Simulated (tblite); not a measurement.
C7H4F2O.
Bonds: O1–C2 (double), C2–C3, C3–C4 (double), C4–C5, C5–F6, C5–C7 (double), C7–C8, C8–F9, C8–C10 (double), C2–C10. Hydrogens: H11 on C3; H12 on C4; H13 on C7; H14 on C10.

Computed with GFN2-xTB (tblite), gas phase: Langevin dynamics at 300 K from the optimised GFN2-xTB geometry, time step 0.5 fs, friction 0.01 fs⁻¹, 2000 steps.

Start geometry:
```
atom  x, y, z in Å
O1      2.904   -0.304   -0.170
C2      1.692   -0.175   -0.100
C3      0.848   -1.376   -0.086
C4     -0.488   -1.532   -0.018
C5     -1.497   -0.532    0.065
F6     -2.747   -1.030    0.119
C7     -1.387    0.816    0.098
C8     -0.177    1.555    0.052
F9     -0.387    2.888    0.101
C10     1.111    1.161   -0.030
H11     1.449   -2.276   -0.144
H12    -0.884   -2.541   -0.025
H13    -2.295    1.401    0.166
H14     1.856    1.947   -0.050
```

The statistics below take the 31 frames saved every 25 fs from 250 to 1000 fs; their kinetic temperature (all 3N coordinates) averages 305 K.

**Question.** Give the mean, spread and extremes of the bond lengths.

**Answer.** 
| bond | start (Å) | mean (Å) | standard deviation (Å) | shortest (Å) | longest (Å) |
| --- | --- | --- | --- | --- | --- |
| O1=C2 | 1.221 | 1.215 | 0.016 | 1.185 | 1.259 |
| C2–C3 | 1.468 | 1.473 | 0.032 | 1.405 | 1.556 |
| C3–C4 | 1.347 | 1.356 | 0.027 | 1.296 | 1.421 |
| C4–C5 | 1.423 | 1.432 | 0.020 | 1.388 | 1.468 |
| C5–F6 | 1.346 | 1.348 | 0.026 | 1.273 | 1.392 |
| C5–C7 | 1.353 | 1.358 | 0.024 | 1.302 | 1.409 |
| C7–C8 | 1.419 | 1.426 | 0.031 | 1.367 | 1.501 |
| C8–F9 | 1.350 | 1.354 | 0.032 | 1.286 | 1.410 |
| C8–C10 | 1.350 | 1.354 | 0.025 | 1.305 | 1.402 |
| C2–C10 | 1.459 | 1.458 | 0.022 | 1.412 | 1.501 |
| C3–H11 | 1.084 | 1.086 | 0.028 | 1.036 | 1.148 |
| C4–H12 | 1.084 | 1.086 | 0.023 | 1.037 | 1.130 |
| C7–H13 | 1.082 | 1.091 | 0.036 | 1.022 | 1.157 |
| C10–H14 | 1.084 | 1.088 | 0.021 | 1.051 | 1.133 |

**Question.** Give the same statistics for bond angles, one of each kind among heavy atoms.

**Answer.** 
```json
{"angle": "O1–C2–C3", "start (°)": "119.0", "mean (°)": "118.5", "standard deviation (°)": "2.8", "smallest (°)": "113.1", "largest (°)": "125.1"}
{"angle": "O1–C2–C10", "start (°)": "119.7", "mean (°)": "120.3", "standard deviation (°)": "3.4", "smallest (°)": "111.6", "largest (°)": "130.0"}
{"angle": "C3–C2–C10", "start (°)": "121.3", "mean (°)": "120.7", "standard deviation (°)": "3.2", "smallest (°)": "113.3", "largest (°)": "129.1"}
{"angle": "C2–C3–C4", "start (°)": "131.7", "mean (°)": "131.0", "standard deviation (°)": "3.2", "smallest (°)": "125.6", "largest (°)": "139.0"}
{"angle": "C3–C4–C5", "start (°)": "128.7", "mean (°)": "128.1", "standard deviation (°)": "3.1", "smallest (°)": "122.9", "largest (°)": "135.7"}
{"angle": "C4–C5–F6", "start (°)": "113.6", "mean (°)": "113.7", "standard deviation (°)": "3.0", "smallest (°)": "108.5", "largest (°)": "120.9"}
{"angle": "C4–C5–C7", "start (°)": "130.1", "mean (°)": "129.4", "standard deviation (°)": "3.6", "smallest (°)": "123.0", "largest (°)": "137.5"}
{"angle": "F6–C5–C7", "start (°)": "116.3", "mean (°)": "116.4", "standard deviation (°)": "3.4", "smallest (°)": "110.4", "largest (°)": "123.0"}
{"angle": "C5–C7–C8", "start (°)": "126.0", "mean (°)": "125.3", "standard deviation (°)": "3.1", "smallest (°)": "118.4", "largest (°)": "132.1"}
{"angle": "C7–C8–F9", "start (°)": "112.4", "mean (°)": "112.1", "standard deviation (°)": "3.5", "smallest (°)": "104.9", "largest (°)": "118.8"}
{"angle": "C7–C8–C10", "start (°)": "131.6", "mean (°)": "130.7", "standard deviation (°)": "3.8", "smallest (°)": "123.3", "largest (°)": "138.3"}
{"angle": "F9–C8–C10", "start (°)": "116.0", "mean (°)": "116.3", "standard deviation (°)": "3.2", "smallest (°)": "107.6", "largest (°)": "122.8"}
{"angle": "C2–C10–C8", "start (°)": "130.6", "mean (°)": "130.0", "standard deviation (°)": "2.8", "smallest (°)": "124.6", "largest (°)": "135.6"}
```

**Question.** How far does each atom move about its mean position (frames aligned on the start, all atoms weighted alike), and what rms force does it feel?

**Answer.** 
```csv
atom,rms displacement (Å),rms force (eV/Å)
O1,0.24,1.47
C2,0.11,1.76
C3,0.09,2.11
C4,0.08,1.75
C5,0.10,1.63
F6,0.22,1.05
C7,0.12,2.47
C8,0.10,2.07
F9,0.18,1.08
C10,0.11,1.74
H11,0.19,1.02
H12,0.18,0.89
H13,0.20,1.17
H14,0.23,0.80
```

The displacements run from 0.08 to 0.24 Å.

**Question.** How widely does the potential energy scatter, against a harmonic estimate?

**Answer.** Mean 0.52 eV above the start, standard deviation 0.127 eV, range 0.32 to 0.84 eV. For 36 classical harmonic modes at 300 K the canonical values are 36kT/2 = 0.47 eV and kT·√(36/2) = 0.110 eV.

The run is classical and short, so these are rough statistics of one trajectory.

What follows is the cost of the whole dynamics run. Time: 36 s; peak memory 0.18 GiB. Hardware: an Intel Xeon at 2.50 GHz with one thread, on a shared host.
